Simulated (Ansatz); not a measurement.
Start from `[Cl][In]([Cl])[GeH3]` and change one atom or group to get `[OH][In]([Cl])[Cl]`.

Ansatz, PBE0-D4/def2-TZVP geometries, multiplicity 1. Each molecule was computed in one conformer, which needn't be the lowest.

Elements past krypton have def2 core potentials. Scalar relativity is left out up to krypton.

| property | `[Cl][In]([Cl])[GeH3]` |
| --- | --- |
| HOMO–LUMO gap (B3LYP/def2-TZVPP) / eV | 5.72 |
| LUMO energy (PBE0/def2-TZVPP) / eV | -2.07 |
| HOMO energy (B3LYP/def2-TZVPP) / eV | -8.02 |
| size of the dipole moment (PBE/def2-TZVPP) / D | 3.70 |
| HOMO–LUMO gap (ωB97M-V/def2-TZVPP) / eV | 9.81 |
| HOMO energy (PBE/def2-TZVPP) / eV | -7.11 |

**Question.** Give the same properties after the change, and the shifts. (Estimate.)

**Answer.** Computed: 
```tsv
property	`[OH][In]([Cl])[Cl]`	shift
HOMO–LUMO gap (B3LYP/def2-TZVPP) / eV	6.08	0.36
LUMO energy (PBE0/def2-TZVPP) / eV	-2.56	-0.49
HOMO energy (B3LYP/def2-TZVPP) / eV	-8.96	-0.94
size of the dipole moment (PBE/def2-TZVPP) / D	1.38	-2.32
HOMO–LUMO gap (ωB97M-V/def2-TZVPP) / eV	10.92	1.11
HOMO energy (PBE/def2-TZVPP) / eV	-7.64	-0.53
```

With PBE0 the HOMO falls by 0.98 eV and the LUMO falls by 0.49 eV, so the gap widens by about 0.49 eV. PBE moves the HOMO by -0.53 eV and ωB97M-V by -1.25 eV. Dipoles are sizes alone; their direction can turn.

B3LYP here is the variant with VWN-RPA as its local correlation; programs differ in this.
